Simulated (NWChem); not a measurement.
System: silicon monosulfide (SiS, singlet); SMILES [Si]=S

The following NWChem deck was run.

```
start job
memory heap 200 mb stack 900 mb global 1100 mb
geometry units angstroms noautoz
  Si     0.000000     0.000000     1.031651
  S      0.000000     0.000000    -0.898310
end
basis spherical
  * library def2-svp
end
dft
  xc rpbe cpbe96
  iterations 150
  mulliken
end
task dft energy
```

Output (shortened):

```
             Northwest Computational Chemistry Package (NWChem) 7.3.0
             --------------------------------------------------------

 ORDER OF PRIMARY AXIS IS BEING SET TO 4
 C4V symmetry detected

                             Geometry "geometry" -> ""
                             -------------------------

 Output coordinates in angstroms (scale by  1.889725989 to convert to a.u.)

  No.       Tag          Charge          X              Y              Z
 ---- ---------------- ---------- -------------- -------------- --------------
    1 Si                  14.0000     0.00000000     0.00000000     1.02931253
    2 S                   16.0000     0.00000000     0.00000000    -0.90064847

 Effective nuclear repulsion energy (a.u.)      61.4187041997

      Symmetry information
      --------------------

 Group name             C4v
 Group number             18
 Group order               8
 No. of unique centers     2

  pbe96 is a nonlocal functional; adding pw91lda local functional.

                                 NWChem DFT Module
                                 -----------------

 Summary of "ao basis" -> "ao basis" (spherical)
 ------------------------------------------------------------------------------
       Tag                 Description            Shells   Functions and Types
 ---------------- ------------------------------  ------  ---------------------
 Si                         def2-svp                 8       18   4s3p1d
 S                          def2-svp                 8       18   4s3p1d

      Symmetry analysis of basis
      --------------------------

        a1         16
        a2          0
        b1          2
        b2          2
        e          16

            General Information
            -------------------
          SCF calculation type: DFT
          Wavefunction type:  closed shell.
          No. of atoms     :     2
          No. of electrons :    30
           Alpha electrons :    15
            Beta electrons :    15
          Charge           :     0
          Spin multiplicity:     1
          Use of symmetry is: on ; symmetry adaption is: on
          Maximum number of iterations: 150
          AO basis - number of functions:    36
                     number of shells:    16
          Convergence on energy requested:  1.00D-06
          Convergence on density requested:  1.00D-05
          Convergence on gradient requested:  5.00D-04

              XC Information
              --------------
                          RPBE Exchange Functional  1.000
            Perdew 1991 LDA Correlation Functional  1.000 local
           PerdewBurkeErnz. Correlation Functional  1.000 non-local

             Grid Information
             ----------------
          Grid used for XC integration:  medium
          Radial quadrature: Mura-Knowles
          Angular quadrature: Lebedev.
          Tag              B.-S. Rad. Rad. Pts. Rad. Cut. Ang. Pts.
          ---              ---------- --------- --------- ---------
          Si                  1.10       88           7.0       590
          S                   1.00       88           8.0       590
          Grid pruning is: on
          Number of quadrature shells:   176
          Spatial weights used:  Erf1

      Superposition of Atomic Density Guess
      -------------------------------------

 Sum of atomic energies:        -686.08586279

      Non-variational initial energy
      ------------------------------

 Total energy =    -686.299874
 1-e energy   =   -1072.147394
 2-e energy   =     324.428816
 HOMO         =      -0.280544
 LUMO         =      -0.028198

      Symmetry analysis of molecular orbitals - initial
      -------------------------------------------------

 !! scf_movecs_sym_adapt:    4 vectors were symmetry contaminated

  Symmetry fudging

 !! scf_movecs_sym_adapt:    4 vectors were symmetry contaminated

  Numbering of irreducible representations:

     1 a1          2 a2          3 b1          4 b2          5 e

  Orbital symmetries:

     1 a1          2 a1          3 a1          4 a1          5 e
     6 e           7 a1          8 a1          9 e          10 e
    11 a1         12 a1         13 e          14 e          15 a1
    16 e          17 e          18 a1         19 a1         20 a1
    21 e          22 e          23 a1         24 e          25 e

     ---------------------------------------------
      Total Density - Mulliken Population Analysis
     ---------------------------------------------

    Atom       Charge   Shell Charges
 -----------   ------   -------------------------------------------------------
    1 Si  14    13.25   2.00  1.99  1.27  0.65  5.93  0.64  0.67  0.10
    2 S   16    16.75   2.00  1.99  1.24  0.66  5.94  1.90  2.99  0.03

   convergence    iter        energy       DeltaE   RMS-Dens  Diis-err
 ---------------- ----- ----------------- --------- --------- ---------
 d= 0,ls=0.0,diis     1   -687.3580975869 -7.49D+02  5.85D-02  3.15D-01
 d= 0,ls=0.0,diis     2   -686.5189995277  8.39D-01  4.75D-02  4.11D+00
 d= 0,ls=0.0,diis     3   -687.4143958432 -8.95D-01  4.15D-03  1.28D-02
 d= 0,ls=0.0,diis     4   -687.4160770454 -1.68D-03  1.75D-03  3.70D-03
 d= 0,ls=0.0,diis     5   -687.4167472981 -6.70D-04  1.82D-04  4.83D-05
  Resetting Diis
 d= 0,ls=0.0,diis     6   -687.4167550962 -7.80D-06  5.71D-05  1.94D-06
 d= 0,ls=0.0,diis     7   -687.4167555670 -4.71D-07  1.25D-05  1.61D-08
 d= 0,ls=0.0,diis     8   -687.4167555360  3.11D-08  1.02D-05  1.72D-07
 d= 0,ls=0.0,diis     9   -687.4167555701 -3.41D-08  1.11D-06  5.58D-10

         Total DFT energy =     -687.416755570105
      One electron energy =    -1073.136122183582
           Coulomb energy =      370.775864630053
    Exchange-Corr. energy =      -46.475202216263
 Nuclear repulsion energy =       61.418704199687

 Numeric. integr. density =       30.000000112573

                  Occupations of the irreducible representations
                  ----------------------------------------------

                     irrep           alpha         beta
                     --------     --------     --------
                     a1                9.0          9.0
                     a2                0.0          0.0
                     b1                0.0          0.0
                     b2                0.0          0.0
                     e                 6.0          6.0

                       DFT Final Molecular Orbital Analysis
                       ------------------------------------

 Vector   13  Occ=2.000000D+00  E=-2.619356D-01  Symmetry=e
              MO Center=  5.2D-15, -1.7D-14, -4.2D-01, r^2= 2.0D+00
   Bfn.  Coefficient  Atom+Function         Bfn.  Coefficient  Atom+Function
  ----- ------------  ---------------      ----- ------------  ---------------
    29      0.513252  2 S  px                26      0.392741  2 S  px
    11      0.239446  1 Si px                23      0.224612  2 S  px
     8      0.214980  1 Si px                 5     -0.116623  1 Si px
    17      0.066975  1 Si d  1              30     -0.047503  2 S  py
    35     -0.041011  2 S  d  1              27     -0.036349  2 S  py

 Vector   14  Occ=2.000000D+00  E=-2.619356D-01  Symmetry=e
              MO Center= -1.5D-15, -1.4D-14, -4.2D-01, r^2= 2.0D+00
   Bfn.  Coefficient  Atom+Function         Bfn.  Coefficient  Atom+Function
  ----- ------------  ---------------      ----- ------------  ---------------
    30      0.513252  2 S  py                27      0.392741  2 S  py
    12      0.239446  1 Si py                24      0.224612  2 S  py
     9      0.214980  1 Si py                 6     -0.116623  1 Si py
    15     -0.066975  1 Si d -1              29      0.047503  2 S  px
    33      0.041011  2 S  d -1              26      0.036349  2 S  px

 Vector   15  Occ=2.000000D+00  E=-2.509834D-01  Symmetry=a1
              MO Center=  1.8D-15,  1.1D-15,  5.2D-01, r^2= 3.2D+00
   Bfn.  Coefficient  Atom+Function         Bfn.  Coefficient  Atom+Function
  ----- ------------  ---------------      ----- ------------  ---------------
    31      0.386561  2 S  pz                 4     -0.338114  1 Si s
    28      0.331151  2 S  pz                10     -0.328843  1 Si pz
     3     -0.310433  1 Si s                 13     -0.262490  1 Si pz
     2     -0.186472  1 Si s                 25      0.187007  2 S  pz
     7      0.176774  1 Si pz                22     -0.126284  2 S  s

 Vector   16  Occ=0.000000D+00  E=-1.079517D-01  Symmetry=e
              MO Center=  7.3D-16, -4.0D-15,  6.4D-01, r^2= 3.1D+00
   Bfn.  Coefficient  Atom+Function         Bfn.  Coefficient  Atom+Function
  ----- ------------  ---------------      ----- ------------  ---------------
    11      0.675644  1 Si px                29     -0.476441  2 S  px
     8      0.401699  1 Si px                26     -0.250804  2 S  px
     5     -0.203911  1 Si px                23     -0.143075  2 S  px
    35     -0.048648  2 S  d  1              17     -0.041115  1 Si d  1
    12      0.038057  1 Si py                30     -0.026837  2 S  py

 Vector   17  Occ=0.000000D+00  E=-1.079517D-01  Symmetry=e
              MO Center= -7.8D-16,  7.1D-15,  6.4D-01, r^2= 3.1D+00
   Bfn.  Coefficient  Atom+Function         Bfn.  Coefficient  Atom+Function
  ----- ------------  ---------------      ----- ------------  ---------------
    12      0.675644  1 Si py                30     -0.476441  2 S  py
     9      0.401699  1 Si py                27     -0.250804  2 S  py
     6     -0.203911  1 Si py                24     -0.143075  2 S  py
    33      0.048648  2 S  d -1              15      0.041115  1 Si d -1
    11     -0.038057  1 Si px                29      0.026837  2 S  px

 Vector   18  Occ=0.000000D+00  E= 4.062219D-02  Symmetry=a1
              MO Center= -2.1D-16, -2.7D-17,  8.8D-01, r^2= 3.6D+00
   Bfn.  Coefficient  Atom+Function         Bfn.  Coefficient  Atom+Function
  ----- ------------  ---------------      ----- ------------  ---------------
    13      1.383257  1 Si pz                22      1.051693  2 S  s
     4     -1.034382  1 Si s                 31      0.819155  2 S  pz
    21      0.271927  2 S  s                 10      0.197511  1 Si pz
    28      0.187648  2 S  pz                20     -0.180250  2 S  s
    16      0.176392  1 Si d  0              25      0.116095  2 S  pz

     ---------------------------------------------
      Total Density - Mulliken Population Analysis
     ---------------------------------------------

    Atom       Charge   Shell Charges
 -----------   ------   -------------------------------------------------------
    1 Si  14    13.81   2.00  1.99  1.34  0.55  5.92  0.98  0.91  0.12
    2 S   16    16.19   2.00  1.98  1.27  0.64  5.92  1.79  2.54  0.03

     -------------------------------------------
      Total Density - Lowdin Population Analysis
     -------------------------------------------

    Atom       Charge   Shell Charges
 -----------   ------   -------------------------------------------------------
    1 Si  14    13.97   2.00  1.97  1.05  0.74  5.80  1.08  1.16  0.18
    2 S   16    16.03   2.00  1.96  1.02  0.74  5.81  1.88  2.59  0.04

     Multipole analysis of the density
     ---------------------------------

     L   x y z        total         alpha         beta         nuclear
     -   - - -        -----         -----         ----         -------
     0   0 0 0     -0.000000    -15.000000    -15.000000     30.000000

     1   1 0 0      0.000000      0.000000      0.000000      0.000000
     1   0 1 0     -0.000000     -0.000000     -0.000000      0.000000
     1   0 0 1      0.495276      0.247638      0.247638      0.000000

     2   2 0 0    -18.582037     -9.291019     -9.291019      0.000000
     2   1 1 0      0.000000      0.000000      0.000000      0.000000
     2   1 0 1     -0.000000     -0.000000     -0.000000      0.000000
     2   0 2 0    -18.582037     -9.291019     -9.291019      0.000000
     2   0 1 1      0.000000      0.000000      0.000000      0.000000
     2   0 0 2    -19.658268    -59.487395    -59.487395     99.316522
```

Level: RPBE/def2-SVP. Low-valent species are run as closed-shell singlets; no triplet was tried in these runs. All runs use the structure optimised with PBE0-D3(BJ)/def2-TZVP.
